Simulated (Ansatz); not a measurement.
Isolated molecules relaxed with PBE0-D4/def2-TZVP in Ansatz; ΔE leaves out vibrations. CCSD(T)/CBS is the MP2 limit (def2-TZVPP, def2-QZVPP) plus CCSD(T) − MP2 in def2-TZVPP, frozen cores. This one scheme is used for every species. DFT in def2-TZVPP. No spin–orbit coupling; open shells (•) take unrestricted orbitals. Elements past krypton have def2 core potentials. For Sn outer-core shells are correlated without core-valence functions, which leaves a few kJ/mol of doubt a bond.

`N#[C][SnH2][Cl]` + `[OH]`• → `N#[C][SnH][Cl]`• + H₂O  (hydrogen abstraction from the Sn–H bond)

`N#[C][SnH2][Cl]`:

Cartesian coordinates in Å:
```
N 2.565 -0.143 -0.636
C 1.458 -0.049 -0.331
Sn -0.554 0.163 0.253
Cl -1.701 -1.459 -0.929
H -1.098 1.682 -0.258
H -0.670 -0.195 1.902
```

`[OH]`•:

Z-matrix (Å, degrees):
```
O
H 1 0.973
```

`N#[C][SnH][Cl]`•:

Cartesian coordinates in Å:
```
N 0.142 -0.332 2.435
C 0.185 -0.266 1.284
Sn 0.391 -0.281 -0.827
Cl -1.795 -0.352 -1.610
H 1.077 1.230 -1.283
```

H₂O:

```xyz
3

O     0.126   -0.083   -0.359
H     0.248    0.735    0.128
H    -0.374   -0.652    0.230
```

```json
{"level": "LDA (SPW92)", "ΔE (kJ/mol)": "-250.5", "difference from CCSD(T)/CBS": "-57.0"}
{"level": "BLYP-D4", "ΔE (kJ/mol)": "-210.0", "difference from CCSD(T)/CBS": "-16.5"}
{"level": "r2SCAN-D4", "ΔE (kJ/mol)": "-196.8", "difference from CCSD(T)/CBS": "-3.3"}
{"level": "PBE0-D4", "ΔE (kJ/mol)": "-194.9", "difference from CCSD(T)/CBS": "-1.4"}
{"level": "r2SCANh-D4", "ΔE (kJ/mol)": "-191.6", "difference from CCSD(T)/CBS": "1.9"}
{"level": "r2SCAN0-D4", "ΔE (kJ/mol)": "-184.0", "difference from CCSD(T)/CBS": "9.5"}
{"level": "CAM-B3LYP-D4", "ΔE (kJ/mol)": "-190.5", "difference from CCSD(T)/CBS": "3.0"}
{"level": "ωB97M-V", "ΔE (kJ/mol)": "-193.6", "difference from CCSD(T)/CBS": "-0.1"}
{"level": "PBE-QIDH", "ΔE (kJ/mol)": "-189.9", "difference from CCSD(T)/CBS": "3.6"}
{"level": "PBE0", "ΔE (kJ/mol)": "-195.6", "difference from CCSD(T)/CBS": "-2.1"}
{"level": "r2SCAN0", "ΔE (kJ/mol)": "-184.3", "difference from CCSD(T)/CBS": "9.2"}
{"level": "LC-ωPBE", "ΔE (kJ/mol)": "-187.2", "difference from CCSD(T)/CBS": "6.3"}
{"level": "CCSD(T)/def2-SVP", "ΔE (kJ/mol)": "-170.4", "difference from CCSD(T)/CBS": "23.1"}
{"level": "CCSD/def2-TZVPP", "ΔE (kJ/mol)": "-178.3", "difference from CCSD(T)/CBS": "15.2"}
{"level": "HF/def2-QZVPP", "ΔE (kJ/mol)": "-115.7", "difference from CCSD(T)/CBS": "77.8"}
{"level": "MP2/CBS(def2)", "ΔE (kJ/mol)": "-216.7", "difference from CCSD(T)/CBS": "-23.2"}
{"level": "CCSD(T)/CBS", "ΔE (kJ/mol)": "-193.5", "difference from CCSD(T)/CBS": "0"}
```

Q: What do rigid-rotor, harmonic-oscillator terms from PBE0-D4/def2-TZVP frequencies (298.15 K, 1 bar) make of the CCSD(T)/CBS value? (An estimate is asked.)

A: The calculation gave: ΔZPE = +13.0 kJ/mol, ΔH = -179.9 kJ/mol, ΔS = 8 J/(mol·K), ΔG = -182.3 kJ/mol. Open shells count their whole term as degenerate.

Largest T1 diagnostic among the species: 0.016.

From r2SCAN to r2SCAN0 (25 % exact exchange), in def2-TZVPP and without D4, ΔE moves by +12.8 kJ/mol. Leaving LDA and LC-ωPBE aside and taking each functional with its dispersion term where it has one, the values, not all of them listed here, spread over 45.7 kJ/mol, from PBE-D4 to BHLYP-D4. LDA lies −33.9 kJ/mol from PBE without D4. At CCSD(T), def2-SVP lies +23.1 kJ/mol from the extrapolated value and def2-TZVPP +8.8 kJ/mol.
